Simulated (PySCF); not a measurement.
**Exercise with solution: chemical shift, span and skew from a shielding tensor**

ethenyl(ethynyl)silane (C4H6Si), SMILES C#C[SiH2]C=C. Atoms are numbered in the order given.

```xyz
11

C      2.4733     0.4771     1.1844
C      1.5654     0.2594     0.3971
Si     0.1812    -0.0779    -0.7623
C     -1.3491    -0.5932     0.1770
C     -2.5187     0.0591     0.0914
H      3.2749     0.6710     1.8752
H     -0.1226     1.1549    -1.5470
H      0.6259    -1.1589    -1.6933
H     -1.2918    -1.4761     0.8301
H     -2.6403     0.9496    -0.5379
H     -3.4080    -0.2648     0.6458
```

Geometry optimised at r2SCAN-D4/def2-SVP. Other conformers were not sampled.

GIAO shieldings from HF/pcSseg-1 (PySCF), non-relativistic, no solvent. The symmetric part of the tensor of C5 has the principal values -103.5, 65.5, 168.0 ppm. The same nucleus in TMS has σ = 192.6 ppm at this level (PySCF, at its B3LYP-D3(BJ)/def2-TZVP geometry).

Work out the isotropic shielding, the ¹³C shift against TMS, the span and the skew.


σ(iso) = (σ11 + σ22 + σ33)/3 = 43.3 ppm. δ = σ(ref) − σ(iso) = 192.6 − (43.3) = 149.3 ppm.
Span Ω = σ33 − σ11 = 271.5 ppm. Skew κ = 3(σ(iso) − σ22)/Ω = -0.24. Tumbling in solution averages the tensor to δ; in a static solid the shielding alone would spread this spin-1/2 line over Ω.
